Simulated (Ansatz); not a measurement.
Consider the ligand exchange at a Ge–C bond: `C[CH2][GeH]` + NH₃ → `[NH2][GeH]` + `CC`.

Computed with Ansatz on PBE0-D4/def2-TZVP structures; ΔE is electronic, products minus reactants. CCSD(T)/CBS adds triple-zeta CCSD(T) − MP2 to the extrapolated MP2 energy (def2 sets, frozen cores). This one scheme is used for every species. DFT in def2-TZVPP. B3LYP here is the variant with VWN-RPA as its local correlation; programs differ in this. For Ge outer-core shells are correlated without core-valence functions, which leaves a few kJ/mol of doubt a bond. Scalar relativity is left out up to krypton.

| species | B3LYP energy (Eh) |
| --- | --- |
| `C[CH2][GeH]` | -2156.86434 |
| NH₃ | -56.58862 |
| `[NH2][GeH]` | -2133.62937 |
| `CC` | -79.86621 |

Question: Work out ΔE.

Answer: ΔE = (-2133.62937) + (-79.86621) − (-2156.86434) − (-56.58862) = -0.04262 Eh = -26.7 kcal/mol. CCSD(T)/CBS gives -23.9 kcal/mol.

Largest T1 diagnostic among the species: 0.015.

From PBE to PBE0 (25 % exact exchange), in def2-TZVPP and without D4, ΔE moves by +0.8 kcal/mol. The D4 term adds +1.2 kcal/mol with B3LYP and +0.6 kcal/mol with PBE0; it sums over pairs of atoms, weighted by their polarisabilities, and B3LYP, whose exchange is more repulsive, gets the larger term.
